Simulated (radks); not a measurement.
Results of a calculation; reference values are marked as such.
Question: These are the eigenvalues of the occupied orbitals of an atom or ion with whole-number occupations (hartree). Level of theory: scalar-relativistic Kohn-Sham, LDA (Slater exchange, Perdew-Wang correlation), spin-unpolarised, spherical densities, point nucleus (a radial shooting solver on a logarithmic mesh with Libxc functionals).

| orbital | eigenvalue |
|---|---|
| 1s | -301.7070 |
| 2s | -36.57433 |
| 2p | -31.58598 |
| 3s | -4.59102 |
| 3p | -3.14250 |
| 3d | -0.83043 |
| 4s | -0.49827 |
| 4f | -0.01615 |

Which element is it, and in what charge state? The configuration may be excited.

Answer: Z = 28, nickel, charge 0: Ni in [Ar] 3d7 4s2 4f1. The list shows which subshells hold electrons but not how many an open one holds; the 1s level, -301.71 hartree, gives Z - s = 24.6 by -(Z - s)^2/2, which with screening and relativity narrows Z to a few neighbours, and the depths of the outer levels then fix element, charge and occupations together.
